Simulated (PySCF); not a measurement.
C2H4BNO2, SMILES CB(O)N=C=O.

Coordinates come from a PBE0-D3(BJ)/def2-SVP optimisation. The structure was generated by enumeration, and PubChem lists no compound with its InChIKey, so it may never have been made. The values are those of a single conformer.

These are PySCF with TDDFT-CAM-B3LYP/def2-SVPD values and carry that method's errors.

Vertical excitations. Isolated molecule, no solvent. State labels are in the subgroup Cs.

Computed lowest excited states:
| state | symmetry | energy (eV) | λ (nm) | f | main pairs |
|---|---|---|---|---|---|
| S1 | A" | 6.27 | 198 | 0.000 | HOMO→LUMO+1 95 % |
| S2 | A' | 7.22 | 172 | 0.096 | HOMO−1→LUMO+1 70 %, HOMO→LUMO+5 14 % |
| S3 | A' | 7.51 | 165 | 0.014 | HOMO→LUMO 67 %, HOMO→LUMO+2 26 % |
| S4 | A" | 7.83 | 158 | 0.000 | HOMO−1→LUMO 75 %, HOMO−1→LUMO+2 13 % |
| S5 | A" | 8.03 | 154 | 0.003 | HOMO−2→LUMO+1 74 % |
| S6 | A" | 8.17 | 152 | 0.002 | HOMO−1→LUMO+5 41 %, HOMO−1→LUMO+2 20 %, HOMO−2→LUMO+1 19 %, HOMO−1→LUMO+4 7 % |
| S7 | A' | 8.33 | 149 | 0.024 | HOMO→LUMO+2 43 %, HOMO−2→LUMO 32 %, HOMO→LUMO 15 % |
| S8 | A" | 8.73 | 142 | 0.007 | HOMO−1→LUMO+2 42 %, HOMO−3→LUMO 20 %, HOMO−1→LUMO 11 %, HOMO−1→LUMO+5 11 % |
| S9 | A' | 8.85 | 140 | 0.057 | HOMO−2→LUMO 58 %, HOMO→LUMO+2 17 %, HOMO→LUMO 10 % |
| S10 | A' | 9.26 | 134 | 0.554 | HOMO→LUMO+3 50 %, HOMO−1→LUMO+1 13 % |
| T1 | A" | 6.06 | 205 | 0 | HOMO→LUMO+1 93 % |
| T2 | A' | 6.18 | 201 | 0 | HOMO−1→LUMO+1 90 % |
| T3 | A' | 6.97 | 178 | 0 | HOMO→LUMO+5 62 % |
| T4 | A' | 7.35 | 169 | 0 | HOMO→LUMO 61 %, HOMO→LUMO+2 30 % |
Triplets are in the Tamm–Dancoff approximation, which puts them higher than full response would, so one can lie above its singlet here.
